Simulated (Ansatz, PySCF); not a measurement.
Gas-phase reaction (SMILES): Cl[Si](Cl)(Cl)Cl -> Cl[Si](Cl)Cl + Cl atom; the Cl-Si bond at the site shown breaks (other sites are not compared here).

Structures are relaxed separately at B3LYP-D3(BJ)/def2-TZVP in Ansatz (a quantum-chemistry and plane-wave program). Valence correlation only, unless marked. Open shells are spin-unrestricted. No spin-orbit coupling. Non-relativistic. CBS marks a two-point X^-3 extrapolation of the correlation energy; Hartree-Fock from the larger set. The bracket is a focal-point correction in the basis named. Thermal terms are rigid-rotor harmonic-oscillator values from B3LYP-D3(BJ) frequencies (Ansatz or PySCF) at 298.15 K and 1 atm. 1 Eh = 627.5095 kcal/mol. Atoms have translation alone.

| species | E, RI-MP2/CBS(cc-pV(T+d)Z,cc-pV(Q+d)Z)+[CCSD(T)-MP2]/cc-pV(T+d)Z (Ansatz) (Eh) | E, PBE/def2-TZVPD (Ansatz) (Eh) | H - E (Eh) |
|---|---|---|---|
| Cl[Si](Cl)(Cl)Cl | -2128.38492 | -2129.67640 | 0.01467 |
| Cl[Si](Cl)Cl | -1668.49932 | -1669.54926 | 0.01103 |
| Cl atom | -459.70639 | -459.95933 | 0.00236 |

**Question.** Work out ΔE and ΔH at 298.15 K at the first level, then ΔH at the second.

**Answer.** 
1. ΔE = [(-1668.49932) + (-459.70639)] - [(-2128.38492)] = 0.17921 Eh = 112.5 kcal/mol at RI-MP2/CBS(cc-pV(T+d)Z,cc-pV(Q+d)Z)+[CCSD(T)-MP2]/cc-pV(T+d)Z.
2. The terms H - E add up to -0.00128 Eh, so ΔH = (0.17921 + (-0.00128))×627.5095 = 111.7 kcal/mol.
3. At PBE/def2-TZVPD the same steps give ΔE = 105.3 and ΔH = 104.5 kcal/mol, a shift of -7.2 from the first level.
4. These values are not checked against measurement here, since the tables used lack a sound gas-phase enthalpy of formation for at least one species.
